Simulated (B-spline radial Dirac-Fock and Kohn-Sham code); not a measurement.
## Form factor and incoherent scattering function of Dy³⁺

System: the Dy³⁺ ion, configuration [Xe] 4f7 6s2 (not the ground configuration).

Calculated with a radial atomic solver, using Dirac-Fock orbitals of the configuration average with a finite nucleus. f₀ is the Fourier transform of the spherical electron density, S the Waller-Hartree incoherent function, and s = sin θ/λ. The electron scattering factor follows from the Mott-Bethe formula f_e = 0.023934 Å⁻¹·(Z − f₀)/s².

```csv
s (Å⁻¹),f₀,S,f_e (Å)
0,63.000,0.000,–
0.05,62.153,1.079,36.830
0.1,59.919,3.425,14.555
0.15,56.945,5.864,9.632
0.2,53.759,8.170,7.325
0.25,50.599,10.399,5.898
0.3,47.535,12.533,4.910
0.35,44.601,14.580,4.181
0.4,41.834,16.545,3.615
0.45,39.269,18.395,3.159
0.5,36.918,20.097,2.784
0.6,32.815,23.060,2.206
0.7,29.368,25.624,1.789
0.8,26.434,27.966,1.480
0.9,23.939,30.150,1.243
1,21.845,32.195,1.057
1.1,20.114,34.116,0.908
1.2,18.695,35.917,0.786
1.4,16.542,39.137,0.604
1.6,14.918,41.811,0.478
1.8,13.504,43.982,0.388
2,12.164,45.764,0.322
2.5,9.147,49.161,0.218
3,6.993,51.676,0.157
3.5,5.723,53.633,0.118
4,4.994,55.188,0.091
5,4.060,57.463,0.059
6,3.239,58.980,0.042
```

f₀ starts at the number of electrons, 63, and has fallen to half at s ≈ 0.64 Å⁻¹. The sum of ⟨r²⟩ over the electrons is 47.58 bohr². For an ion f_e diverges as s goes to zero, because of the net charge.
